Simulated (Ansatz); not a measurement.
Basis sets compared for Ge(CN)2H2 (C₂H₂GeN₂). Charge 0, multiplicity 1. Geometry r2SCAN-D4/def2-SVP. Ansatz on 2 threads of Arm Neoverse V2 on a shared host; times are rough, and most runs start from earlier orbitals.

```xyz
7

Ge   -0.113   -0.176    0.576
C     0.723   -1.212   -0.802
N     1.241   -1.870   -1.610
C    -0.530    1.522   -0.207
N    -0.796    2.563   -0.654
H     0.884    0.034    1.707
H    -1.409   -0.860    0.990
```

The 6-31G sets use Cartesian d functions. B3LYP takes the VWN-RPA correlation.

Binding counts from free atoms (Ge triplet, C triplet, N quartet, H doublet) in the same basis, without a counterpoise term.

| level | functions | energy (Eh) | HOMO (eV) | LUMO (eV) | binding per atom (eV) | wall time |
| --- | --- | --- | --- | --- | --- | --- |
| HF/6-31G | 69 | -2260.7145 | -13.17 | 2.45 | 2.34 | 0.55 s |
| HF/def2-TZVP | 184 | -2261.2207 | -13.19 | 2.22 | 2.76 | 1.6 s |
| PBE-D4/def2-SVP | 98 | -2262.9430 | -8.64 | -2.11 | 4.54 | 0.95 s |
| PBE-D4/def2-TZVP (with forces) | 184 | -2263.4203 | -8.83 | -2.30 | 4.52 | 2.3 s |
| r2SCAN-D4/def2-TZVP | 184 | -2263.8381 | -9.13 | -2.14 | 4.30 | 3.5 s |
| B3LYP-D4/6-31G | 69 | -2263.5225 | -9.84 | -1.12 | 4.09 | 1.1 s |
| B3LYP-D4/def2-TZVP | 184 | -2264.0108 | -9.91 | -1.57 | 4.33 | 2.7 s |
| PBE0-D4/def2-SVP | 98 | -2262.9948 | -10.08 | -1.19 | 4.35 | 1.4 s |
| PBE0-D4/def2-TZVP (with forces) | 184 | -2263.4696 | -10.16 | -1.34 | 4.33 | 3.9 s |

Question: Estimate the rows for PBE-D4/def2-TZVPD, r2SCAN-D4/def2-TZVPD, PBE0-D4/def2-TZVPD.

Answer: 
```csv
level,functions,energy (Eh),HOMO (eV),LUMO (eV),binding per atom (eV),wall time
PBE-D4/def2-TZVPD,220,-2263.4214,-8.85,-2.34,4.52,2.7 s
r2SCAN-D4/def2-TZVPD,220,-2263.8389,-9.14,-2.15,4.30,4.9 s
PBE0-D4/def2-TZVPD,220,-2263.4705,-10.17,-1.38,4.33,3.9 s
```
